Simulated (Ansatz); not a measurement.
Cost and result for the atomization energy of `[SeH]C1O[SiH2]1` (8 atoms, 8 bonds).

```xyz
8

Se   -1.179    1.116    1.502
C    -0.590   -0.384    0.448
O     0.754   -0.900    0.717
Si    0.660   -0.352   -0.852
H    -0.407    2.136    0.779
H    -1.349   -1.162    0.503
H     0.748   -1.364   -1.926
H     1.363    0.909   -1.171
```

Charge 0, multiplicity 1. Correlated methods include outer-core shells of Se, which these sets cover unevenly. Scalar relativity is left out up to krypton. All single points use the PBE0-D4/def2-TZVP geometry. It is one conformer, not always the lowest. Program: Ansatz. All runs use 4 threads of an Arm Neoverse V2 on a shared host. Times are those of one run each, without the atoms' runs, and a repeat can differ threefold. Electronic energies, without spin–orbit coupling; frozen cores. CCSD(T)/CBS adds CCSD(T) − MP2 in def2-TZVPP to the MP2 limit, and its time is that of the two runs behind it. T1 = 0.013. With those shells the extrapolation isn't a true limit. B3LYP takes the VWN-RPA correlation (the form of Gaussian; ORCA's B3LYP/G).

CCSD(T)/CBS is a level of theory with its own doubt, some kJ/mol a heavy atom from the limit and from the frozen cores, so smaller differences don't rank the functionals.

```tsv
level	functions	wall time	atomization (kcal/mol)	difference from CCSD(T)/CBS	per bond
PBE-D4/def2-TZVPP (with forces)	208	1.9 s	642.9	12.8	1.6
PBE0-D4/def2-TZVPP	208	2.2 s	625.9	-4.2	-0.5
B3LYP-D4/def2-TZVPP (with forces)	208	3.4 s	625.0	-5.1	-0.6
r2SCAN-D4/def2-TZVPP (with forces)	208	3.9 s	631.6	1.5	0.2
B2PLYP/def2-TZVPP	208	4.1 s	618.4	-11.7	-1.5
ωB97X-V/def2-TZVPP	208	6 s	631.5	1.4	0.2
ωB97M-V/def2-TZVPP (with forces)	208	8.5 s	627.9	-2.2	-0.3
MP2/def2-QZVPP	393	14 s	634.8	4.7	0.6
CCSD(T)/def2-TZVPP	208	76 s	609.4	-20.7	-2.6
CCSD(T)/CBS(def2)	–	90 s	630.1	0.0	0.0
```

In def2-TZVPP, CCSD(T) changes the Hartree–Fock value by +188.3 kcal/mol (the triples alone add +13.1 kcal/mol) and MP2 by +201.3 kcal/mol; breaking electron pairs costs correlation energy, which Hartree–Fock lacks. From PBE to PBE0 (25 % exact exchange), in def2-TZVPP and without D4, the atomization energy moves by −16.2 kcal/mol: exact exchange takes away binding that semilocal exchange gives to molecules. The D4 term adds +7.2 kcal/mol with B3LYP and +3.7 kcal/mol with PBE0; it sums over pairs of atoms, weighted by their polarisabilities, and B3LYP, whose exchange is more repulsive, gets the larger term.
